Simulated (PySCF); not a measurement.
C3H2BrF. Atoms are numbered in the order given.

```xyz
7

F     -3.1545     0.3517    -0.9321
C     -2.4035    -0.4426    -0.1635
C     -1.1131    -0.5954    -0.3366
C      0.1730    -0.7753    -0.4678
Br     1.4519     0.2920     0.4194
H     -2.9763    -0.9545     0.6177
H      0.6121    -1.5525    -1.1004
```

Coordinates come from a ωB97X-D3(BJ)/def2-SVP optimisation.

Method: ωB97X-D3(BJ)/def2-SVP in PySCF.

Frequencies are harmonic and unscaled.

```json
[
 {"mode": "1", "ν (cm⁻¹)": "104", "IR (km/mol)": "0.0", "Raman (Å⁴/amu)": "3.1", "depolarisation": "0.66", "moving atoms (share of kinetic energy)": "F 43 %, C 34 %, Br 22 %"},
 {"mode": "2", "ν (cm⁻¹)": "191", "IR (km/mol)": "3.7", "Raman (Å⁴/amu)": "5.8", "depolarisation": "0.73", "moving atoms (share of kinetic energy)": "C 62 %, H 20 %, F 16 %"},
 {"mode": "3", "ν (cm⁻¹)": "310", "IR (km/mol)": "1.7", "Raman (Å⁴/amu)": "7.3", "depolarisation": "0.57", "moving atoms (share of kinetic energy)": "C 59 %, F 21 %, H 11 %, Br 8 %"},
 {"mode": "4", "ν (cm⁻¹)": "439", "IR (km/mol)": "7.1", "Raman (Å⁴/amu)": "6.4", "depolarisation": "0.26", "moving atoms (share of kinetic energy)": "C 74 %, Br 13 %, H 10 %"},
 {"mode": "5", "ν (cm⁻¹)": "635", "IR (km/mol)": "19.2", "Raman (Å⁴/amu)": "1.8", "depolarisation": "0.29", "moving atoms (share of kinetic energy)": "C 68 %, F 25 %"},
 {"mode": "6", "ν (cm⁻¹)": "713", "IR (km/mol)": "67.1", "Raman (Å⁴/amu)": "8.7", "depolarisation": "0.20", "moving atoms (share of kinetic energy)": "C 81 %, H 10 %"},
 {"mode": "7", "ν (cm⁻¹)": "811", "IR (km/mol)": "15.0", "Raman (Å⁴/amu)": "2.7", "depolarisation": "0.74", "moving atoms (share of kinetic energy)": "H 60 %, C 38 %"},
 {"mode": "8", "ν (cm⁻¹)": "901", "IR (km/mol)": "17.3", "Raman (Å⁴/amu)": "6.6", "depolarisation": "0.75", "moving atoms (share of kinetic energy)": "H 77 %, C 22 %"},
 {"mode": "9", "ν (cm⁻¹)": "1068", "IR (km/mol)": "92.2", "Raman (Å⁴/amu)": "22.2", "depolarisation": "0.26", "moving atoms (share of kinetic energy)": "C 64 %, H 19 %, F 17 %"},
 {"mode": "10", "ν (cm⁻¹)": "1199", "IR (km/mol)": "139.3", "Raman (Å⁴/amu)": "19.2", "depolarisation": "0.56", "moving atoms (share of kinetic energy)": "H 66 %, C 20 %, F 13 %"},
 {"mode": "11", "ν (cm⁻¹)": "1276", "IR (km/mol)": "17.0", "Raman (Å⁴/amu)": "3.4", "depolarisation": "0.69", "moving atoms (share of kinetic energy)": "H 79 %, C 15 %"},
 {"mode": "12", "ν (cm⁻¹)": "1463", "IR (km/mol)": "76.5", "Raman (Å⁴/amu)": "5.1", "depolarisation": "0.72", "moving atoms (share of kinetic energy)": "C 71 %, H 25 %"},
 {"mode": "13", "ν (cm⁻¹)": "2127", "IR (km/mol)": "156.1", "Raman (Å⁴/amu)": "11.9", "depolarisation": "0.34", "moving atoms (share of kinetic energy)": "C 98 %"},
 {"mode": "14", "ν (cm⁻¹)": "3224", "IR (km/mol)": "2.4", "Raman (Å⁴/amu)": "148.1", "depolarisation": "0.25", "moving atoms (share of kinetic energy)": "H 91 %, C 9 %"},
 {"mode": "15", "ν (cm⁻¹)": "3232", "IR (km/mol)": "2.2", "Raman (Å⁴/amu)": "114.8", "depolarisation": "0.28", "moving atoms (share of kinetic energy)": "H 91 %, C 9 %"}
]
```
